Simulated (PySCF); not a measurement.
## Diatomic cations of I with group 13

r²SCAN with double-zeta basis sets in PySCF, for the lowest determinant that a PBE0 search found; no spin–orbit coupling. De refers to high-spin ground-configuration atoms (the charge goes to the atom of lower measured ionisation energy or higher electron affinity, which is not always the lowest computed limit). A positive dipole points towards I; it is taken about the centre of mass and depends on that origin.

```
 M       basis  charged atom  state (unpaired electrons)  Re (Å)  ωe (cm⁻¹)  De (eV)  μ (D)
 B  x2c-SVPall            B+               doublet (σ ↑)   1.965        813     3.76  -2.99
Al    def2-SVP           Al+               doublet (σ ↑)   2.398        392     1.53  -7.42
Tl    def2-SVP           Tl+               doublet (π ↑)   3.392       70.3      n/a  -2.75
```

The shortest bond is that of BI⁺ (1.965 Å), the longest that of TlI⁺ (3.392 Å).

The rows differ in basis set, which adds steps of its own.

The state changes along the series, so neighbouring rows are not always alike in their bonding.

Spin–orbit coupling is left out, which matters for elements this heavy, above all for dissociation energies. For an ion De counts to the pair picked by the measured ionisation energies or electron affinities, which need not be the lowest pair at this level. States were picked by a PBE0 search and need not be the measured ground states.
